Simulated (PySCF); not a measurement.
GaBr2, SMILES [Br][Ga+][Br], charge +1.

Geometry: ωB97X-D3(BJ)/def2-SVP. The spin state was assumed, not searched. The isomer is the one that the SMILES or the coordinates give; other isomers of the formula were not compared.

Computed with TDA-PBE/def2-SVPD in PySCF 2.14.0.

Vertical excitations; the highest root listed may be one member of a degenerate set. The molecule is in vacuum. State labels are in the subgroup D2h.

Computed UV-visible absorptions:
```
state  symmetry  energy (eV)  λ (nm)      f                                              main pairs
-----  --------  -----------  ------  -----  ------------------------------------------------------
S1          B3g         4.06     305  0.000                              HOMO→LUMO (degenerate set)
S2          B2g         4.06     305  0.000                            HOMO−1→LUMO (degenerate set)
S3          B2u         4.58     271  0.016                            HOMO−3→LUMO (degenerate set)
S4          B3u         4.58     271  0.016                            HOMO−2→LUMO (degenerate set)
S5           Au         5.41     229  0.000                    HOMO→LUMO+2 50 %, HOMO−1→LUMO+1 50 %
S6           Au         5.51     225  0.000             HOMO−1→LUMO+1, HOMO→LUMO+2 (degenerate set)
S7          B1u         5.51     225  0.000             HOMO−1→LUMO+2, HOMO→LUMO+1 (degenerate set)
S8          B1u         5.87     211  0.015  HOMO−4→LUMO 35 %, HOMO→LUMO+1 32 %, HOMO−1→LUMO+2 32 %
S9          B1g         5.88     211  0.000                  HOMO−3→LUMO+2 50 %, HOMO−2→LUMO+1 50 %
S10         B1g         5.98     207  0.000                  HOMO−2→LUMO+1 50 %, HOMO−3→LUMO+2 50 %
T1          B3g         3.66     339      0                              HOMO→LUMO (degenerate set)
T2          B2g         3.66     339      0                            HOMO−1→LUMO (degenerate set)
T3          B2u         4.07     304      0                            HOMO−3→LUMO (degenerate set)
T4          B3u         4.07     304      0                            HOMO−2→LUMO (degenerate set)
```
Triplets are in the Tamm–Dancoff approximation.
